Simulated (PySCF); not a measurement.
## Nuclear quadrupole coupling in `C=C[C@@H]1C[C@@]1(C)C(=O)Cl`

Compound: C7H9ClO.
Atom-mapped SMILES: `[CH2:1]=[CH:2][C@@H:3]1[CH2:4][C@@:5]1([CH3:6])[C:7](=[O:8])[Cl:9]` (hydrogens: H10, H11 on C1; H12 on C2; H13 on C3; H14, H15 on C4; H16, H17, H18 on C6)

Cartesian coordinates in Å at the GFN2-xTB level; atoms count from 1:
```
atom  x, y, z in Å
C1     2.5666    1.0102   -0.4677
C2     1.5453    0.1920   -0.6648
C3     0.6852   -0.2967    0.4196
C4    -0.1190   -1.5442    0.2869
C5    -0.8520   -0.2196    0.2802
C6    -1.4686    0.2888   -0.9988
C7    -1.4978    0.1145    1.5548
O8    -1.1931   -0.2715    2.6394
Cl9   -2.8567    1.2453    1.4029
H10    2.8178    1.3736    0.5148
H11    3.1904    1.3454   -1.2776
H12    1.3170   -0.1613   -1.6605
H13    1.0514   -0.0654    1.4132
H14   -0.0848   -2.0808   -0.6492
H15   -0.2311   -2.1684    1.1603
H16   -1.3882    1.3721   -1.0640
H17   -2.5218    0.0192   -1.0419
H18   -0.9696   -0.1468   -1.8592
```

Field gradients from the PBE0/pcSseg-1 density (PySCF, non-relativistic), principal values in atomic units, ordered |Vxx| ≤ |Vyy| ≤ |Vzz|:

```json
{"atom": "O8", "Vxx": "0.5112", "Vyy": "0.9977", "Vzz": "-1.5089"}
{"atom": "Cl9", "Vxx": "-1.0880", "Vyy": "-2.1591", "Vzz": "3.2471"}
```

Q: Find the asymmetry η = (Vxx − Vyy)/Vzz and the couplings χ = eQV/h (234.96 MHz × Q in barn × V in au), with Q(17O) = −0.0256 b, Q(35Cl) = −0.0817 b.

A: 
```csv
atom,environment,nucleus,η,χzz (MHz),χxx (MHz),χyy (MHz)
O8,carbonyl oxygen,17O,0.32,9.08,-3.07,-6.00
Cl9,chlorine bonded to C,35Cl,0.33,-62.33,20.89,41.45
```

Q: What is Vzz at O8 in SI units (1 au = 9.71736 × 10²¹ V/m²)?

A: -1.5089 au = -14.662 × 10²¹ V/m².

Q: And the gradient at the other heavy atoms, for which no coupling is worked out here?

A: 
```json
{"atom": "C1", "environment": "terminal =CH2 carbon", "Vzz (au)": "0.307", "η": "0.36"}
{"atom": "C2", "environment": "alkene CH carbon", "Vzz (au)": "0.305", "η": "0.67"}
{"atom": "C3", "environment": "allylic carbon", "Vzz (au)": "0.210", "η": "0.27"}
{"atom": "C4", "environment": "three-membered-ring carbon", "Vzz (au)": "0.206", "η": "0.37"}
{"atom": "C5", "environment": "sp3 carbon next to a carbonyl", "Vzz (au)": "0.203", "η": "0.72"}
{"atom": "C6", "environment": "methyl carbon", "Vzz (au)": "0.122", "η": "0.06"}
{"atom": "C7", "environment": "acyl halide carbon", "Vzz (au)": "-0.474", "η": "0.53"}
```

Q: What couplings would deuterons (Q(2H) = 0.00286 b) have in place of the hydrogens, at this geometry?

A: 
```csv
atom,bonded to,bond length (Å),Vzz (au),η,χzz (kHz)
H10,C1,1.077,0.3352,0.06,225
H11,C1,1.076,0.3387,0.05,228
H12,C2,1.081,0.3252,0.07,219
H13,C3,1.084,0.3122,0.08,210
H14,C4,1.080,0.3291,0.06,221
H15,C4,1.079,0.3252,0.05,219
H16,C6,1.088,0.3097,0.03,208
H17,C6,1.088,0.3098,0.04,208
H18,C6,1.086,0.3167,0.04,213
```

One conformer (not necessarily the lowest) at the GFN2-xTB geometry, without solvent, vibrations or thermal averaging. GFN2-xTB bond lengths can be off by several hundredths of an ångström, more for odd bonds, and the gradients follow them. The small basis limits the accuracy of the gradients.

These values come from a run that also computed NMR shieldings. Cost: about 2.1 min of CPU time on one thread (grids of density and orbitals included); the machine was shared, so the figure is rough.
